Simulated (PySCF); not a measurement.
Sn(F)3(SH) (F₃HSSn), SMILES [F][Sn]([F])([SH])[F].

Geometry: B3LYP-D3(BJ)/def2-SVP. The structure was generated by enumeration; whether it is a known compound was not checked. The def2 effective core potentials stand for the cores of Sn; spin–orbit coupling is left out. Other conformers were not sampled.

Calculation: IEF-PCM-B3LYP/def2-SVP in PySCF 2.14.0.

The values are the electrostatic part of the solvation free energy, E(continuum) − E(gas) at the gas-phase geometry, in a cavity of scaled van der Waals radii (PySCF's table); cavitation and dispersion terms are not included. A continuum can't describe solvent molecules that bind to the metal. In vacuum the orbital gap is 5.14 eV. The dipole moment in vacuum is 3.12 D.

Computed values in water (ε = 78.36), 1-octanol (ε = 9.86), methanol (ε = 32.61):
| solvent | ε | ΔG(elec) (kcal/mol) | dipole (D) | gap (eV) |
|---|---|---|---|---|
| water | 78.36 | -7.3 | 3.90 | 4.91 |
| 1-octanol | 9.86 | -6.3 | 3.80 | 4.94 |
| methanol | 32.61 | -7.1 | 3.88 | 4.91 |
